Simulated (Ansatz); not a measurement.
The cluster Cd₂Se₃⁻, relaxed as a doublet with UKS r2SCAN-D4/def2-SVPD in Ansatz, starting from the GFN1-xTB geometry. Force threshold 0.02 eV/Å.

In the def2 sets Cd takes a core potential; there is no spin–orbit coupling. Another isomer (doublet) lies 1.06 eV lower at PBE0-D4/def2-TZVPD; other spin states weren't run for this one.

Start:

```xyz
5

Cd   -0.961    1.876   -2.035
Cd    1.359   -2.960    1.016
Se   -0.972    1.771    1.267
Se   -0.552   -0.359    0.667
Se    1.126   -0.328   -0.914
```

(1) Estimate the energy that the relaxation releases and the steps that it takes.

(2) Does the start keep its bonding and symmetry?

(3) Predict the relaxed structure.

## Answers

(1) 0.31 eV, in 21 steps; 2.9 min on 4 threads of Arm Neoverse V2 on a shared host. No frequencies were taken in this run, so the end may be a saddle point.

(2) By distances, no bond broke or formed. The bond that changes most is Cd1–Se3, from 3.30 to 2.85 Å (atoms count from 1).

(3) 
| atom | x (Å) | y (Å) | z (Å) |
| --- | --- | --- | --- |
| Cd1 | 0.046 | 1.852 | -1.376 |
| Cd2 | 1.735 | -1.441 | 1.248 |
| Se3 | -0.320 | 1.180 | 1.371 |
| Se4 | -1.444 | -0.594 | 0.297 |
| Se5 | -0.018 | -0.997 | -1.540 |
Bond lengths (bridged metal pairs left out): 2 × Se–Se 2.36 Å; 2 × Cd–Se 2.85 Å.
